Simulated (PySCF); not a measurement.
Correlation energy of Sb⁺ (antimony, charge +1)

[Kr] 4d10 5s2 5p2, high-spin 3P determinant. Computed with PySCF 2.14 in x2c-TZVPall (8s6p4d2f, 60 functions), with scalar relativity by spin-free X2C-1e. Frozen: [Kr] 4d10; 4 electrons correlated.

MP2 pair energies summed by pair of shells (mhartree):

| pair | energy | share (%) |
| --- | --- | --- |
| 5s-5p | -27.12 | 61.2 |
| 5s-5s | -12.97 | 29.3 |
| 5p-5p | -4.25 | 9.6 |

Total MP2 correlation energy: -44.33 mhartree.

Same-spin part -7.38 and opposite-spin part -36.95 mhartree; SCS-MP2 scales them by 1/3 and 6/5 to -46.80 mhartree.
